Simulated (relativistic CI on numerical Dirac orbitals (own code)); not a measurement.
## Level scheme of Ni X

Calculated at this level of theory: Dirac-Coulomb-Breit CI, separate exchange-only KLI orbitals for each configuration, a model potential for QED, unscaled Slater integrals (own radial code, finite nucleus).

Configuration list (outside the closed core [Ne]): 3s2 3p6 3d, 3s2 3p5 3d2, 3s 3p6 3d2, 3s2 3p6 4s, 3s2 3p6 4p, 3s2 3p6 4d, 3s2 3p6 4f, 3s2 3p6 5s, 3s2 3p5 3d 4s, 3s2 3p6 5p, 3s2 3p6 5d, 3s2 3p5 3d 4p, 3p6 3d3, 3p5 3d4. Double excitations out of closed p, d and f shells are left out; levels of such configurations are missing from the list, as are those of other unlisted configurations, and high levels can miss mixing partners. These lack a partner that the ground configuration has and come out too high: 3s2 3p5 3d 4s, 3s2 3p5 3d 4p.

The lowest level is 3s2 3p6 3d 2D_3/2, with 100 % of that term; Hund's rules for 3s2 3p6 3d give 2D with J = 3/2, in agreement.

```csv
No.,Configuration,Term,J,E (eV),%,jj configuration (%)
1,3s2 3p6 3d,2D,3/2,0.0000,100,3d3/2 (100)
2,3s2 3p6 3d,2D,5/2,0.3856,100,3d5/2 (100)
3,3p5 3d2(3F),4D°,1/2,55.7868,100,3p3/2^3 3d3/2^2 (56)
4,3p5 3d2(3F),4D°,3/2,55.9613,98,3p3/2^3 3d3/2 3d5/2 (40)
5,3p5 3d2(3F),4D°,5/2,56.2530,97,3p3/2^3 3d3/2 3d5/2 (63)
6,3p5 3d2(3F),4D°,7/2,56.6794,97,3p3/2^3 3d5/2^2 (37)
7,3p5 3d2(3F),4G°,11/2,59.0683,100,3p3/2^3 3d5/2^2 (78)
8,3p5 3d2(3F),4G°,9/2,59.3117,91,3p3/2^3 3d3/2 3d5/2 (86)
9,3p5 3d2(3F),4G°,7/2,59.6546,84,3p3/2^3 3d3/2^2 (44)
10,3p5 3d2(3P),4P°,5/2,59.8582,94,3p3/2^3 3d3/2 3d5/2 (48)
11,3p5 3d2(3F),4G°,5/2,60.0397,72,3p3/2^3 3d3/2^2 (38)
12,3p5 3d2(3P),4P°,3/2,60.4177,96,3p3/2^3 3d3/2 3d5/2 (35)
13,3p5 3d2(3P),4P°,1/2,60.8602,97,3p3/2^3 3d3/2 3d5/2 (47)
14,3p5 3d2(3F),4F°,3/2,61.3321,68,3p3/2^3 3d3/2^2 (54)
15,3p5 3d2(1D),2D°,5/2,61.6400,49,3p3/2^3 3d5/2^2 (33)
16,3p5 3d2(3F),4F°,9/2,61.7263,88,3p3/2^3 3d5/2^2 (66)
17,3p5 3d2(3F),4F°,7/2,61.9255,76,3p3/2^3 3d3/2 3d5/2 (60)
18,3p5 3d2(1G),2F°,5/2,62.4526,63,3p3/2^3 3d3/2 3d5/2 (45)
19,3p5 3d2(1D),2D°,5/2,62.5224,35,3p1/2 3p3/2^4 3d3/2 3d5/2 (32)
20,3p5 3d2(1D),2D°,3/2,62.7048,48,3p3/2^3 3d3/2 3d5/2 (38)
21,3p5 3d2(1G),2F°,7/2,63.0838,85,3p3/2^3 3d3/2 3d5/2 (50)
22,3p5 3d2(1D),2P°,1/2,63.7974,98,3p3/2^3 3d5/2^2 (65)
23,3p5 3d2(1G),2H°,11/2,64.5000,100,3p3/2^3 3d3/2 3d5/2 (78)
24,3p5 3d2(1D),2F°,7/2,64.7720,76,3p3/2^3 3d3/2^2 (47)
25,3p5 3d2(1D),2P°,3/2,64.9859,72,3p1/2 3p3/2^4 3d5/2^2 (51)
26,3p5 3d2(3F),2G°,7/2,65.3765,68,3p1/2 3p3/2^4 3d3/2 3d5/2 (44)
27,3p5 3d2(3F),2G°,9/2,65.9469,54,3p1/2 3p3/2^4 3d5/2^2 (45)
28,3p5 3d2(1G),2H°,9/2,66.4052,53,3p1/2 3p3/2^4 3d3/2 3d5/2 (70)
29,3p5 3d2(3P),4D°,7/2,66.8630,95,3p3/2^3 3d5/2^2 (49)
30,3p5 3d2(3P),4D°,5/2,67.0084,74,3p3/2^3 3d3/2 3d5/2 (47)
31,3p5 3d2(1D),2F°,5/2,67.1363,73,3p1/2 3p3/2^4 3d5/2^2 (36)
32,3p5 3d2(3P),4D°,3/2,67.4166,90,3p1/2 3p3/2^4 3d3/2 3d5/2 (31)
33,3p5 3d2(3P),4D°,1/2,67.8601,99,3p1/2 3p3/2^4 3d3/2^2 (28)
34,3p5 3d2(3P),2D°,3/2,70.0478,90,3p3/2^3 3d3/2 3d5/2 (32)
35,3p5 3d2(3P),2D°,5/2,70.8352,92,3p1/2 3p3/2^4 3d5/2^2 (44)
36,3p5 3d2(3P),2S°,1/2,71.0396,98,3p3/2^3 3d3/2 3d5/2 (34)
37,3p5 3d2(3P),4S°,3/2,71.0477,97,3p3/2^3 3d3/2 3d5/2 (37)
38,3p5 3d2(1G),2G°,9/2,71.5359,95,3p3/2^3 3d3/2 3d5/2 (46)
39,3p5 3d2(1G),2G°,7/2,71.6063,98,3p3/2^3 3d3/2 3d5/2 (37)
40,3p5 3d2(1S),2P°,3/2,74.8721,99,3p3/2^3 3d5/2^2 (55)
41,3p5 3d2(1S),2P°,1/2,76.8455,99,3p1/2 3p3/2^4 3d5/2^2 (63)
42,3p5 3d2(3F),2F°,5/2,80.1416,99,3p3/2^3 3d3/2 3d5/2 (69)
43,3p5 3d2(3F),2F°,7/2,81.3318,98,3p1/2 3p3/2^4 3d3/2 3d5/2 (56)
44,3s2 3p6 4s,2S,1/2,81.3640,99,4s (99)
45,3p5 3d2(3P),2P°,1/2,87.5324,95,3p3/2^3 3d3/2 3d5/2 (56)
```

Energies count from the lowest computed level; ° marks odd parity. Percentages are summed over parent terms; the parents shown are those of the largest component, closed shells are left out there. Filled j subshells are mostly left out of the jj labels.

The mean weight of the leading LS term, summed over parents, in these 45 levels is 86 %, and that of the leading jj configuration (from the same eigenvectors) 53 %, so LS coupling describes them better.

At this charge energies of transitions that change n are usually good to better than 1 %, and those within a shell (Δn = 0) to a few per cent.

LS names give the leading component of a level, which can be under half, so a name can repeat, a term be missing and a line seem to break the LS rules.
